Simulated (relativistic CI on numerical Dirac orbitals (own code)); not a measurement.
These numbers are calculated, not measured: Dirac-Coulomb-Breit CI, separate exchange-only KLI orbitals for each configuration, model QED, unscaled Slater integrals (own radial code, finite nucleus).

The strongest absorption lines from the ground level of an ion, among the configurations computed and to levels below about 7280 eV (vacuum wavelength in nm, gf): 0.17030 (0.015), 0.17239 (0.027), 0.17637 (0.056), 0.17645 (0.0041), 0.18562 (0.15), 0.18584 (0.011), 0.21824 (0.73), 0.21930 (0.05).

(1) Which ion is it?
A. Cr XXIII
B. Ni XXVII
C. Ti XXI
D. Fe XXV

Answers

(1) A. Cr XXIII has 2 electrons and the ground level 1s² ¹S0; the strongest line goes to 1s2p ¹P°1. The pattern of lines fixes the number of electrons, and along that sequence the line energies rise steadily with the charge (about as its square where n changes within one kind of shell, about linearly where n is kept but much faster in heavy ions where fine structure, which grows about as Z⁴, sets the gap, and irregularly where shells cross), which fixes Z. Configurations outside the model, such as inner-shell arrays, can give stronger lines. At this charge energies of transitions that change n are usually good to better than 1 %, and those within a shell (Δn = 0) to a few per cent.

LS names give the leading component of a level, which can be under half, so a name can repeat, a term be missing and a line seem to break the LS rules.
